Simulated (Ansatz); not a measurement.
The same path of C4H9BOSi (16 atoms, charge 0, multiplicity 1) was run twice with different band settings. The coordinate that changes most is the dihedral C5–C3–C4–H11.

Theory: RKS PBE-D4/STO-3G (Ansatz).

Relaxed end points:

```xyz
16
Properties=species:S:1:pos:R:3
B -0.801 -2.287 0.018
C 0.156 -1.157 0.109
C 1.264 -0.394 0.061
C 2.660 -0.300 -0.510
C 0.093 0.431 0.479
O -0.443 1.401 -0.426
Si -2.051 1.874 0.083
H -1.737 -2.208 -0.698
H -0.685 -3.236 0.713
H 3.363 0.100 0.250
H 2.677 0.389 -1.381
H 3.014 -1.297 -0.836
H -0.085 0.621 1.567
H -2.985 0.760 -0.063
H -2.419 2.970 -0.799
H -2.044 2.310 1.477
```

```xyz
16
Properties=species:S:1:pos:R:3
B -0.942 -2.200 -0.398
C 0.084 -1.166 -0.117
C 1.236 -0.475 -0.038
C 2.633 -0.357 -0.603
C 0.120 0.324 0.547
O -0.360 1.478 -0.150
Si -1.928 1.949 0.471
H -1.877 -1.933 -1.070
H -0.880 -3.268 0.105
H 2.692 0.488 -1.320
H 2.921 -1.290 -1.125
H 3.363 -0.162 0.210
H -0.043 0.315 1.654
H -2.936 0.947 0.138
H -2.227 3.214 -0.182
H -1.880 2.113 1.922
```

Common settings: movable images 5; climbing image yes; spring 5.0 eV/Å²; start path IDPP; force threshold 0.05 eV/Å; iteration limit 60; end points relaxed.

| run | optimiser |
| --- | --- |
| 1 | quadratic models (default) |
| 2 | lbfgs |

Problem. What does each run give, and how far can it be trusted?

Solution. Run 1: converged after 4 iterations, highest image 0.028 eV above the first end. A vibrational analysis at the climbing image gives one clearly imaginary mode, 109i cm⁻¹: a first-order saddle point.
Run 2: converged after 9 iterations, highest image 0.028 eV above the first end. Another band between the same ends (5 images) ends at a top of the same energy, where a vibrational analysis finds 1 clearly imaginary mode.
Limits of this set-up: minimal basis.
